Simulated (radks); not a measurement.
Values are calculated unless marked as measured or tabulated.
Isoelectronic series with 18 electrons, all held in the configuration [Ar], which need not be the ground one along the series. Level of theory: Dirac Kohn-Sham, PBE, spin-unpolarised, spherical densities, finite nucleus; Fermi nuclear charge, rms radius of each element as measured or else 0.836 A^(1/3) + 0.57 fm (a radial shooting solver on a logarithmic mesh with Libxc functionals). Total energies (hartree) and mean radii <r> (bohr):

| ion | E (hartree) | 3p3/2 | 3p1/2 | 3s1/2 | 2p3/2 |
|---|---|---|---|---|---|
| Ar | -529.23139 | 1.668 | 1.657 | 1.406 | 0.3775 |
| Ca2+ | -679.66232 | 1.260 | 1.253 | 1.152 | 0.3286 |
| Ti4+ | -850.22146 | 1.029 | 1.022 | 0.9747 | 0.2907 |
| Cr6+ | -1040.95095 | 0.8740 | 0.8678 | 0.8457 | 0.2606 |
| Ni10+ | -1483.28950 | 0.6754 | 0.6693 | 0.6694 | 0.2157 |
| Zn12+ | -1735.14029 | 0.6073 | 0.6011 | 0.6063 | 0.1985 |
| Ge14+ | -2007.63686 | 0.5519 | 0.5456 | 0.5540 | 0.1839 |
| Se16+ | -2300.94380 | 0.5058 | 0.4994 | 0.5100 | 0.1712 |
| Kr18+ | -2615.24100 | 0.4670 | 0.4603 | 0.4722 | 0.1601 |
| Sr20+ | -2950.72484 | 0.4337 | 0.4268 | 0.4396 | 0.1504 |
| Zr22+ | -3307.60810 | 0.4048 | 0.3977 | 0.4111 | 0.1418 |
| Mo24+ | -3686.11896 | 0.3795 | 0.3722 | 0.3859 | 0.1340 |
| Ru26+ | -4086.50907 | 0.3572 | 0.3497 | 0.3634 | 0.1271 |
| Pd28+ | -4509.04543 | 0.3373 | 0.3296 | 0.3433 | 0.1208 |
| Cd30+ | -4954.01380 | 0.3195 | 0.3115 | 0.3252 | 0.1151 |

Estimate the row of Fe8+.

Answer. E (hartree) -1251.93646; 3p3/2 0.7614; 3p1/2 0.7553; 3s1/2 0.7472; 2p3/2 0.2361.
